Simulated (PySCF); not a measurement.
**Distorted geometries of TlI3**

TlI3 (singlet). PySCF 2.14.0, RKS r2SCAN, Tl def2-SVP with ECP60, I def2-SVP with ECP28; non-relativistic Hamiltonian with scalar-relativistic core potentials where named; density fitting; no spin-orbit coupling. Relaxed geometry:

```xyz
4

Tl    0.0000    0.0000   -0.0949
I     2.7359    0.0000   -0.0935
I    -1.3679    2.3693   -0.0935
I    -1.3679   -2.3693   -0.0935
```

Q: Order these distorted geometries by energy above the relaxed one, lowest first.
A.
```xyz
4

Tl    0.0202   -0.0273   -0.0712
I     2.6944   -0.0232   -0.0758
I    -1.3903    2.3941   -0.0988
I    -1.3243   -2.3436   -0.1296
```
B.
```xyz
4

Tl    0.0099   -0.0241   -0.0782
I     2.7356   -0.0277   -0.0742
I    -1.3612    2.3996   -0.1279
I    -1.3842   -2.3478   -0.0950
```
C.
```xyz
4

Tl   -0.0943   -0.0528    0.0305
I     2.8100    0.0480   -0.1041
I    -1.3042    2.3984   -0.1939
I    -1.4115   -2.3935   -0.1078
```

A: B (0.01 eV), A (0.05 eV), C (0.13 eV).

Q: Which forces (eV/Å) act in the one that lies 0.01 eV up?

A: 
```
Tl  -0.15  0.49 -0.04
I    0.07  0.01  0.01
I    0.19 -0.31  0.02
I   -0.11 -0.19  0.01
```
Forces carry noise of the integration grid, about 0.01 to 0.03 eV/Å.

No frequency check is given that shows the relaxed geometry to be a minimum.
